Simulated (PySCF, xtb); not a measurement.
Se(Cl)(SH) (ClHSSe), SMILES S[Se]Cl.

The structure is a stationary point at B3LYP-D3(BJ)/def2-TZVP. Other conformers were not sampled.

Calculation: IEF-PCM-M06-2X/def2-SVP run with PySCF.

The values are the electrostatic part of the solvation free energy, E(continuum) − E(gas) at the gas-phase geometry, in a cavity of scaled van der Waals radii (PySCF's table); cavitation and dispersion terms are not included. In vacuum the orbital gap is 6.84 eV. The dipole moment in vacuum is 1.93 D.

Computed values in water (ε = 78.36), acetone (ε = 20.49), 2-propanol (ε = 19.26):
```tsv
solvent	ε	ΔG(elec) (kcal/mol)	dipole (D)	gap (eV)
water	78.36	-3.3	2.67	6.86
acetone	20.49	-3.1	2.63	6.85
2-propanol	19.26	-3.1	2.62	6.85
```

For comparison, GFN2-xTB/ALPB(water) (xtb, at the GFN2-xTB geometry, all terms of that model) gives -1.1 kcal/mol.
